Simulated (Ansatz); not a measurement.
Reaction (ligand exchange at the Si–O bond): `BO[Si](O)(O)O` + `[OH][Al]([F])[Cl]` → `O[Si](O)(O)[O][Al]([F])[Cl]` + `BO`

Gas-phase electronic energies from Ansatz, PBE0-D4/def2-TZVP geometries. CCSD(T)/CBS adds triple-zeta CCSD(T) − MP2 to the extrapolated MP2 energy (def2 sets, frozen cores). This one scheme is used for every species. DFT in def2-TZVPP. HSE06 is defined as in plane-wave codes. One conformer a species, not always the lowest.

```tsv
level	ΔE (eV)
LDA (SPW92)	-0.34
HSE06-D4	-0.37
BHLYP-D4	-0.40
r2SCAN	-0.35
PBE0	-0.36
r2SCAN0	-0.36
CAM-B3LYP	-0.36
CCSD/def2-SVP	-0.48
```

What does CCSD(T)/CBS give? (Best estimate.)

Ansatz gave: -0.37 eV. The listed levels differ from it by 0.03, 0.00, -0.03, 0.02, 0.01, 0.01, 0.01, -0.11 eV.

Largest T1 diagnostic among the species: 0.014.

From BLYP to BHLYP (50 % exact exchange), in def2-TZVPP and without D4, ΔE moves by −0.03 eV. Leaving LDA and LC-ωPBE aside and taking each functional with its dispersion term where it has one, the values, not all of them listed here, spread over 0.06 eV, from BHLYP-D4 to revPBE-D4. At CCSD(T), def2-SVP lies −0.11 eV from the extrapolated value and def2-TZVPP −0.01 eV.
